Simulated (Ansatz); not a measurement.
Species: C3H2F3, charge 0, multiplicity 2. It need not be the lowest isomer of its formula. 
Geometry from a B3LYP-D3(BJ)/def2-TZVP (Ansatz, a program for electronic structure) optimisation:
SMILES: C(/C(F)(F)F)=[C]/[H]
```xyz
8

H      3.1739    -0.4445    -0.1333
C      2.1082    -0.3935     0.0125
C      1.0848     0.2535    -0.4625
C     -0.3268     0.0504     0.0090
F     -1.1208    -0.3363    -1.0131
F     -0.8421     1.2046     0.4853
F     -0.4318    -0.8705     0.9755
H      1.1808     1.0020    -1.2501
```
Charge 0, spin multiplicity 2.

Basis-set convergence of Hartree-Fock and CCSD(T) correlation energies (hartree) with Ansatz. Correlated levels leave the core frozen unless marked. UHF or UKS for open shells. Spin-orbit coupling is left out. No relativistic terms.

The UHF reference is spin-contaminated (<S^2> 0.19 over the pure value in the largest basis). 

```json
[
 {"basis": "cc-pVDZ", "functions": "94", "E(HF)": "-413.03376", "E(corr, CCSD(T))": "-0.96700"},
 {"basis": "cc-pVTZ", "functions": "208", "E(HF)": "-413.16748", "E(corr, CCSD(T))": "-1.24652"},
 {"basis": "cc-pVQZ", "functions": "390", "E(HF)": "-413.19887", "E(corr, CCSD(T))": "-1.34296"}
]
```

Extrapolating the two largest sets (X = 3 and 4) as X^-3: E(corr) = (64·(-1.34296) - 27·(-1.24652))/37 = -1.4133 Eh, an estimate of the basis-set limit. The largest set recovers 95.0 % of it, the smallest 68.4 %.
